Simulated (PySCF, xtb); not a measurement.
Sb(Br)(Me)2 (C2H6BrSb), SMILES [CH3][Sb]([CH3])[Br].

Harmonic wavenumbers (cm⁻¹) from GFN2-xTB in xtb 6.7.1 at its own minimum, in rising order: 86, 109, 130, 139, 181, 232, 496, 505, 742, 760, 766, 801, 1281, 1289, 1450, 1458, 1464, 1469, 3020, 3027, 3044, 3044, 3045, 3048.

Q: What does PBE-D3(BJ)/def2-SVP (PySCF) give at its own minimum? (The exact figures need the calculation; the answer reports its results.)

A: 97, 115, 126, 135, 178, 235, 491, 492, 695, 719, 732, 803, 1154, 1168, 1366, 1376, 1376, 1389, 2981, 2982, 3096, 3096, 3116, 3116. Paired by order, the mean absolute difference is 45 cm⁻¹ and the zero-point energies are 45.2 and 44.4 kcal/mol.
